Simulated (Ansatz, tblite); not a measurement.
Removing and adding an electron: `FC(F)(F)c1cnc(-c2cnc(-c3cnc(-c4cnc(C(F)(F)F)nc4)nc3)nc2)nc1`. Total charge 0; singlet. Geometry: r2SCAN-D4/def2-SVP. Ansatz, gas phase; energy differences of separate SCF runs; the oxidised species was run as a doublet alone; the reduced species was run as a doublet alone.

```
atom   x (Å)   y (Å)   z (Å)
  F1  -7.594   4.094  -3.895
  C2  -6.373   4.592  -4.146
  F3  -6.188   4.545  -5.476
  F4  -6.370   5.886  -3.789
  C5  -5.311   3.824  -3.416
  C6  -4.113   4.425  -3.014
  N7  -3.154   3.741  -2.400
  C8  -3.383   2.435  -2.175
  C9  -2.323   1.672  -1.497
 C10  -1.113   2.266  -1.098
 N11  -0.155   1.582  -0.483
 C12  -0.387   0.278  -0.253
 C13   0.671  -0.484   0.430
 C14   0.538  -1.853   0.719
 N15   1.491  -2.545   1.335
 C16   2.605  -1.876   1.676
 C17   3.666  -2.640   2.359
 C18   4.871  -2.041   2.763
 N19   5.835  -2.731   3.373
 C20   5.589  -4.024   3.576
 C21   6.671  -4.803   4.313
 F22   6.658  -6.095   3.980
 F23   7.886  -4.317   4.054
 F24   6.467  -4.717   5.640
 N25   4.488  -4.703   3.259
 C26   3.528  -4.008   2.649
 N27   2.836  -0.572   1.451
 C28   1.879   0.112   0.834
 N29  -1.504  -0.389  -0.592
 C30  -2.457   0.302  -1.207
 N31  -4.502   1.770  -2.511
 C32  -5.455   2.463  -3.124
 H33  -3.935   5.494  -3.190
 H34  -0.937   3.331  -1.292
 H35  -0.378  -2.384   0.434
 H36   5.041  -0.974   2.580
 H37   2.609  -4.536   2.373
 H38   2.051   1.177   0.642
 H39  -3.373  -0.228  -1.489
 H40  -6.375   1.927  -3.391
```

The xTB rows come from tblite. Single mean-field runs in def2-SVP are fitted with def2-universal-jkfit.

```csv
level,−HOMO (eV),vertical IE (eV),−LUMO (eV),vertical EA (eV),HOMO–LUMO gap (eV),IE − EA (eV)
GFN1-xTB,11.88,13.66,9.81,8.07,2.07,5.59
GFN2-xTB,10.80,12.64,9.45,7.66,1.35,4.98
PBE-D4/def2-SVP,5.91,7.80,3.90,2.25,2.00,5.55
PBE0-D4/def2-SVP,7.58,8.82,3.24,2.11,4.34,6.71
CAM-B3LYP-D4/def2-SVP,8.57,8.99,2.16,1.80,6.41,7.19
```

 Raw xTB energy differences between charge states are shifted by several eV; the methods need an empirical correction for them. Sets without diffuse functions give affinities that are too small.
